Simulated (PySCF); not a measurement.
CH2NO, SMILES N=C=[OH+], charge +1. Atoms are numbered in the order given.

```xyz
5

N      0.0125     1.2062     0.0000
C      0.0123     0.0658     0.0000
O     -0.1117    -1.1681     0.0000
H      0.0249     2.2153     0.0000
H      0.7073    -1.7094     0.0000
```
Charge +1, spin multiplicity 1.

The structure is a stationary point at B3LYP-D3(BJ)/def2-TZVP. The isomer is the one that the SMILES or the coordinates give; other isomers of the formula were not compared.

Computed with B3LYP/pcJ-1 run with PySCF.

Isotropic couplings with Fermi-contact, spin-dipole and both spin-orbit terms, one fixed conformer, no vibrational averaging. Isotopes: 13C, 14N, 1H.

```csv
pair,bonds apart,J (Hz)
N1–C2,1,(withheld)
N1–H4,1,124.4
C2–H4,2,(withheld)
C2–H5,2,2.6
N1–H5,3,(withheld)
H4–H5,4,-2.6
```

Question: Fill in the missing entries. (The exact figures need the calculation; the answer reports its results.)

Answer: 
- N1–C2, J (Hz): 79.2
- C2–H4, J (Hz): 74.1
- N1–H5, J (Hz): 2.0
